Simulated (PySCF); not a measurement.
Isomers of C3H16Si4, one conformer each; single-point electronic energies without zero-point terms and without any empirical dispersion term.

All values: PBE0/pcSseg-1 (PySCF, non-relativistic), each on one gas-phase PBE0-D3(BJ)/def2-SVP geometry that isn't relaxed in the solvent. The solvent is an IEF-PCM continuum (Bondi radii, 1.10 Å for H, scaled by 1.2). Only the electrostatic response of the medium enters.

| isomer | relative energy, gas (kJ/mol) | dipole (D) |
| --- | --- | --- |
| `C[Si@@H](C[SiH3])C([SiH3])[SiH3]` | 0.0 | 0.70 |
| `[SiH3]C[SiH2]C[SiH2]C[SiH3]` | 6.9 | 1.67 |

**Question.** How do the relative energies look in methanol (ε = 32.61)?

**Answer.** 
| isomer | relative energy, solvent (kJ/mol) | E(solvent) − E(gas) (kJ/mol) | dipole in solvent (D) |
| --- | --- | --- | --- |
| `C[Si@@H](C[SiH3])C([SiH3])[SiH3]` | 0.0 | -6.4 | 0.93 |
| `[SiH3]C[SiH2]C[SiH2]C[SiH3]` | 5.2 | -8.1 | 2.30 |

The order is unchanged. Conformers: `[CH3:1][Si@@H:2]([CH2:3][SiH3:4])[CH:5]([SiH3:6])[SiH3:7]` with C1–Si2–C3–Si4 -55°, C1–Si2–C5–Si6 -47°; `[SiH3:1][CH2:2][SiH2:3][CH2:4][SiH2:5][CH2:6][SiH3:7]` with Si1–C2–Si3–C4 58°, C2–Si3–C4–Si5 179°, Si3–C4–Si5–C6 -63°, C4–Si5–C6–Si7 -177°. `[SiH3]C[SiH2]C[SiH2]C[SiH3]` gains most from the continuum, and it has the largest gas-phase dipole. The gains span 1.7 kJ/mol, the gas-phase energies 6.9 kJ/mol.
